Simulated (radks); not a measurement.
Dynamic dipole polarisability and lines of the caesium ion Cs9+, [Kr] 4d10. Calculated with a radial shooting solver on a logarithmic mesh with Libxc functionals: scalar-relativistic Kohn-Sham, exchange-only LDA, spin-unpolarised, spherical densities, finite nucleus; Fermi nuclear charge, rms radius of each element as measured or else 0.836 A^(1/3) + 0.57 fm. Time-dependent linear response with the Hartree and adiabatic exchange-only LDA kernel, continuum included through the Sternheimer equations, no spin-orbit coupling, so fine structure and intercombination lines are absent. Lines are the poles of the dipole polarisability below minus the highest occupied eigenvalue, found on a grid refined at the orbital gaps; the lowest seven at most are given, and weak or close lines can be missed. The first line takes the name of the lowest orbital gap if no other gap lies below it; otherwise a line is named after a gap within 0.6 % of it, if that gap stands alone.

| photon energy (eV) | alpha (bohr^3) |
|---|---|
| 0 | 0.7083 |
| 3.214 | 0.7089 |
| 16.069 | 0.7238 |
| 28.924 | 0.7616 |
| 41.779 | 0.8315 |
| 54.634 | 0.9574 |
| 67.489 | 1.221 |
| 80.344 | 2.803 |
| 93.199 | 1.364 |
| 106.05 | 5.144 |
| 118.91 | -3.381 |
| 131.76 | -0.3251 |
| 144.62 | -1.096 |
| 157.47 | -0.7391 |
| 170.33 | -0.5298 |
| 183.18 | -0.3826 |

Lines (eV, oscillator strength): 83.130 (14.91 nm, 4d-5p), f = 1.01; 111.50 (11.12 nm, unassigned), f = 8.19; 132.90 (9.329 nm, 4d-6p), f = 0.225; 140.60 (8.818 nm, unassigned), f = 0.886; 151.35 (8.192 nm, 4p-5s), f = 0.510; 155.18 (7.990 nm, unassigned), f = 0.124; 158.23 (7.836 nm, unassigned), f = 0.0627. Higher lines, where found, are left out when the end of the mesh affects them. Those listed give 93 % of the static polarisability (sum of f/w^2). Orbital energy gaps for comparison: 4d-5p 81.854 eV; 4d-4f 91.578 eV; 4d-6p 132.54 eV; 4d-5f 136.50 eV; 4p-5s 150.66 eV.
